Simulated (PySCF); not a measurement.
Ligand exchange on a metal centre used in film growth or etching (Zn Cl-H). All species are isolated molecules in the gas phase.

Quantity: redistribution energy (mixed species minus the weighted end members), in kcal/mol.

Case: 1 of 2 Cl replaced by H: [Zn(Cl)(H)]. The other species in the difference include [Zn(Cl)2] (neutral, multiplicity 1). Geometry of [Zn(Cl)(H)] (neutral, multiplicity 1, Å):

```xyz
3

Zn     0.0025    -0.0119     0.0009
Cl     0.2717    -2.1095    -0.0849
H     -0.1912     1.4970     0.0626
```

### Question
What redistribution energy (mixed species minus the weighted end members) does TPSSh-D3(BJ)/def2-TZVP // BP86-D3(BJ)/def2-SVP (PySCF) give?

### Answer
-3.20 kcal/mol.
